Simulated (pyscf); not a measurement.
Cl–GeH₂–GeH₃ -> GeH₄ + Cl–GeH: [singlet] (1,1-elimination; singlet surface; Ge–Ge, Ge–H broken, Ge–H formed). Optimised with ωB97X-D3(BJ)/def2-SVP in PySCF. Correlated levels are frozen-core, on RHF or UHF. ΔMP2 is the change of the MP2 total energy from the triple- to the quadruple-zeta basis. Rate constants from transition-state theory at the high-pressure limit, CCSD(T)/def2-TZVPP + ΔMP2(QZVPP) energies (ideal gas, 1 atm, RRHO with modes under 100 cm⁻¹ raised to 100, one conformer, R ln 2 for chiral ones without a mode under 150 cm⁻¹; no tunnelling), k in s⁻¹.

```
T (K)  1000/T  log10 k
-----  ------  -------
298     3.354   -19.03
600     1.667    -2.97
900     1.111        ?
1200    0.833     5.00
```

### Question
Fit an Arrhenius line to the three values, give the activation energy, and predict k at 900 K.

### Answer
Least squares gives log10 k = 12.93 − 9.53 × 1000/T, so Ea = 9.53 × ln 10 × 1.987 = 43.6 kcal/mol, against an electronic barrier of 44.6. At 900 K the line gives 2.34; the computed value is 2.34 (ΔG‡ = 45.0 kcal/mol), close to the line. On the product side the descent ends in a complex (not fully relaxed), 7.5 kcal/mol under the separated species and 15.2 kcal/mol under the saddle at ωB97X-D3(BJ)/def2-TZVP. At ωB97X-D3(BJ)/def2-TZVP the barrier from the zero used here is 47.3 kcal/mol. One saddle was located; it need not be the lowest between these sides. The CCSD(T) − MP2 part came from Ansatz, without density fitting, on the same reference. The frozen core leaves the outer d or s,p core shells of the metals and heavy elements correlated in the MP2 and CC values, and def2-TZVPP describes them poorly, which can shift differences by a few kcal/mol. Elements up to Kr have no core potential and no relativistic terms here.
